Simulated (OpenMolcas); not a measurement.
**Br II: effect of the active space**

```yaml
Program: OpenMolcas
Method: SS-CASPT2, IPEA 0.25 Eh, imaginary shift 0.1 Eh
Basis: ANO-RCC-VQZP
Scalar_Hamiltonian: DKH2, point nucleus
Spin-orbit_coupling: RASSI with atomic mean-field integrals over the reference wave functions, term energies averaged over their components
```

A. 4 electrons in 3 orbitals (4p); 2S+1 = 3 even, 3 roots; 2S+1 = 1 even, 6 roots; closed shells correlated: 3d 4s; CASPT2 step about 1.5 core-seconds
B. 6 electrons in 8 orbitals (4s 4p 5s 5p); 2S+1 = 3 even, 3 roots; 2S+1 = 1 even, 6 roots; 2S+1 = 3 odd, 1 root; 2S+1 = 1 odd, 5 roots; closed shells correlated: 3d; CASPT2 step roughly 10 core-seconds

Energies in cm-1 above 4s2 4p4 3P2, the measured ground level; measured values from NIST Handbook of Basic Atomic Spectroscopic Data.

```tsv
Level	A	B	Measured
4s2 4p4 3P2	0.0	0.0	0.0
4s2 4p4 3P1	2880	2810	3136
4s2 4p4 3P0	3620	3530	3837
4s2 4p4 1D2	12150	12360	12089
4s2 4p4 1S0	28560	28050	27867
```

Deviations, from unrounded energies. A percentage is the sum of absolute deviations over the sum of measured energies, with the sign that they share, or ± where signs differ.

```
                        Against measurement  Levels     A     B
             mean absolute deviation (cm-1)       4   310   270
      fine structure of the ground term (%)       2  -6.7  -9.1
other terms of the ground configuration (%)       2  +1.9  +1.1
```

B lies closest to measurement on these levels. The largest miss of B in the table is 4s2 4p4 3P1, by -320 cm-1. The ranking rests on the paired levels alone, and a cruder setting can come out closer through cancelling errors.

The two smallest mean deviations differ by little beside CASPT2's spread within terms, so their order carries little weight.

Between A and B the level of the table that moves most is 4s2 4p4 1S0, by 510 cm-1 (lowest in B, highest in A). Moves below CASPT2's spread within the term are not significant.

Term energies are means over components that CASPT2 splits; among the terms shown or strongly mixed into the levels shown the widest spread is 170 cm-1 (4s2 4p4 1D, A). With the s shell closed, the reference lacks s² → p² mixing (holds for A). The run also gave levels led by 4s2 4p3 5s, which use shells meant for correlation; these and all levels above them are left out (holds for B). Measured partners are found by configuration, term and J. A level has none where our copy of the source lacks it or the pairing is in doubt (some pairs that miss far off the trend of their configuration count as doubtful), and it then counts in no deviation. Levels of configurations outside the active space are missing. Levels that lie high or do not pair safely by name in every column are left out.
